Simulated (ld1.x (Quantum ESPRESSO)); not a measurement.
Ta (Z = 73): excitation energies, all-electron against PAW

tantalum (Ta), PAW, made with ld1.x (Quantum ESPRESSO) 7.5 (LDA (PZ), scalar-relativistic). Core [Xe] 4f14, reference 5d3 6s2 6p0. Waves: 6s (bound): rcut 2.35, rcutus 3.20 bohr; 6s channel at 2.15 Ry: rcut 2.35, rcutus 3.20 bohr; 6p (bound, empty): rcut 3.00, rcutus 3.20 bohr; 6p channel at 1.35 Ry: rcut 3.00, rcutus 3.20 bohr; 5d (bound): rcut 1.35, rcutus 1.80 bohr; 5d channel at 0.65 Ry: rcut 1.35, rcutus 1.80 bohr. Local part: all-electron potential smoothed inside 3.05 bohr (lloc = -2). Core correction: Bessel-smoothed model core inside 0.85 bohr. Augmentation charge: PSQ, inside the norm-conserving radii.

Energies are relative to the spin-unpolarised reference configuration 5d3 6s2 6p0; without spin polarisation the order of configurations can differ from experiment. Not all tests gave a result: test run stopped at test 6 of 9 (negative rho).

```
valence configuration  charge  ΔE all-electron (eV)  error AE − PS (meV)
          5d3 6s1 6p0      +1                 8.702                 -4.2
          5d3 6s0 6p0      +2                24.010                  -21
          5d2 6s0 6p0      +3                47.938                 -238
      5d3.5 6s1.5 6p0       0                 0.984                 -6.9
        5d3 6s1.5 6p0    +0.5                 3.563                 -1.5
```
